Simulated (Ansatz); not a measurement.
Cost and result for the atomization energy of C2H9AlSi (`C[SiH2][CH2][AlH2]`) (13 atoms, 12 bonds).

Z-matrix (Å, degrees):
```
C
Si 1 1.872
H 1 1.093 2 110.7
H 1 1.093 2 111.3 3 119.8
H 1 1.092 2 111.0 3 -119.8
C 2 1.870 1 111.0 3 -61.8
H 2 1.496 1 108.8 3 178.0
H 2 1.491 1 109.5 3 61.8
Al 6 1.945 2 112.1 1 -73.2
H 6 1.096 2 107.4 1 48.7
H 6 1.095 2 108.8 1 165.6
H 9 1.588 6 120.3 2 -102.5
H 9 1.590 6 120.0 2 75.7
```

Total charge 0; spin multiplicity 1. The structure was optimised at the PBE0-D4/def2-TZVP level. It is one conformer, not always the lowest. Program: Ansatz. All runs use 4 threads of an Intel Xeon Platinum 8488C on a shared host. Times are those of one run each, without the atoms' runs, and a repeat can differ threefold. Electronic energies, without spin–orbit coupling; frozen cores. CCSD(T)/CBS adds CCSD(T) − MP2 in def2-TZVPP to the MP2 limit, and its time is that of the two runs behind it. T1 = 0.010. B3LYP takes the VWN-RPA correlation (the form of Gaussian; ORCA's B3LYP/G).

CCSD(T)/CBS is a level of theory with its own doubt, some kJ/mol a heavy atom from the limit and from the frozen cores, so smaller differences don't rank the functionals.

```json
{"level": "PBE-D4/def2-TZVPP (with forces)", "functions": "272", "wall time": "2.2 s", "atomization (kJ/mol)": "4327.8", "difference from CCSD(T)/CBS": "-12.9", "per bond": "-1.1"}
{"level": "PBE0-D4/def2-TZVPP", "functions": "272", "wall time": "2.5 s", "atomization (kJ/mol)": "4313.8", "difference from CCSD(T)/CBS": "-26.9", "per bond": "-2.2"}
{"level": "r2SCAN-D4/def2-TZVPP (with forces)", "functions": "272", "wall time": "3.3 s", "atomization (kJ/mol)": "4342.0", "difference from CCSD(T)/CBS": "1.3", "per bond": "0.1"}
{"level": "B3LYP-D4/def2-TZVPP (with forces)", "functions": "272", "wall time": "4 s", "atomization (kJ/mol)": "4333.6", "difference from CCSD(T)/CBS": "-7.1", "per bond": "-0.6"}
{"level": "B2PLYP/def2-TZVPP", "functions": "272", "wall time": "4.1 s", "atomization (kJ/mol)": "4282.9", "difference from CCSD(T)/CBS": "-57.8", "per bond": "-4.8"}
{"level": "ωB97X-V/def2-TZVPP", "functions": "272", "wall time": "5.5 s", "atomization (kJ/mol)": "4355.0", "difference from CCSD(T)/CBS": "14.3", "per bond": "1.2"}
{"level": "ωB97M-V/def2-TZVPP (with forces)", "functions": "272", "wall time": "7.5 s", "atomization (kJ/mol)": "4347.1", "difference from CCSD(T)/CBS": "6.4", "per bond": "0.5"}
{"level": "MP2/def2-QZVPP", "functions": "524", "wall time": "18 s", "atomization (kJ/mol)": "4300.9", "difference from CCSD(T)/CBS": "-39.8", "per bond": "-3.3"}
{"level": "CCSD(T)/def2-TZVPP", "functions": "272", "wall time": "67 s", "atomization (kJ/mol)": "4245.2", "difference from CCSD(T)/CBS": "-95.5", "per bond": "-8.0"}
{"level": "CCSD(T)/CBS(def2)", "functions": "–", "wall time": "84 s", "atomization (kJ/mol)": "4340.7", "difference from CCSD(T)/CBS": "0.0", "per bond": "0.0"}
```

The D4 term adds +41.6 kJ/mol with B3LYP and +22.0 kJ/mol with PBE0; it sums over pairs of atoms, weighted by their polarisabilities, and B3LYP, whose exchange is more repulsive, gets the larger term. From PBE to PBE0 (25 % exact exchange), in def2-TZVPP and without D4, the atomization energy moves by −10.3 kJ/mol: exact exchange takes away binding that semilocal exchange gives to molecules. In def2-TZVPP, CCSD(T) changes the Hartree–Fock value by +908.3 kJ/mol (the triples alone add +39.1 kJ/mol) and MP2 by +907.2 kJ/mol; breaking electron pairs costs correlation energy, which Hartree–Fock lacks.
